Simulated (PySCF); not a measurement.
CH₅FO₂Si₂, SMILES F[Si@H]1OC[SiH2]O1. Atoms are numbered in the order given.

```xyz
11

F      2.2346    -0.2019    -0.4795
Si     0.9941    -0.2002     0.5573
O      0.2355     1.2744     0.5640
C     -1.0264     1.3786    -0.1183
Si    -1.6027    -0.4241    -0.5008
O     -0.1967    -1.2129    -0.0017
H      1.5293    -0.5674     1.8740
H     -1.7324     1.9261     0.5278
H     -0.9007     1.9745    -1.0394
H     -2.7652    -0.8682     0.3142
H     -1.8738    -0.6702    -1.9416
```

Geometry: B3LYP-D3(BJ)/def2-SVP. The structure was generated by enumeration; whether it is a known compound was not checked. Other conformers were not sampled.

Calculation: PySCF with PBE/pcSseg-1.

GIAO shieldings, no solvent; atoms listed in one row are averaged. δ = σ(ref) − σ: ¹⁹F against CFCl3 (σ = 133.6 ppm); ²⁹Si against TMS (σ = 335.4 ppm); ¹⁷O against H2O (σ = 334.3 ppm); ¹³C against TMS (σ = 182.0 ppm); ¹H against TMS (σ = 31.49 ppm), references at their B3LYP-D3(BJ)/def2-TZVP geometries, non-relativistic.

### Question
Estimate the chemical shifts. (An estimate is asked for; the answer gives what the named calculation found.)

### Answer

| nucleus | atoms | count | δ (ppm) |
|---|---|---|---|
| ¹⁹F | F1 | 1 | -148.3 |
| ²⁹Si | Si5 | 1 | -7.8 |
| ²⁹Si | Si2 | 1 | -35.5 |
| ¹⁷O | O6 | 1 | 78.9 |
| ¹⁷O | O3 | 1 | 61.0 |
| ¹³C | C4 | 1 | 58.0 |
| ¹H | H10, H11 | 2 | 5.49 |
| ¹H | H7 | 1 | 5.09 |
| ¹H | H9 | 1 | 4.38 |
| ¹H | H8 | 1 | 4.28 |
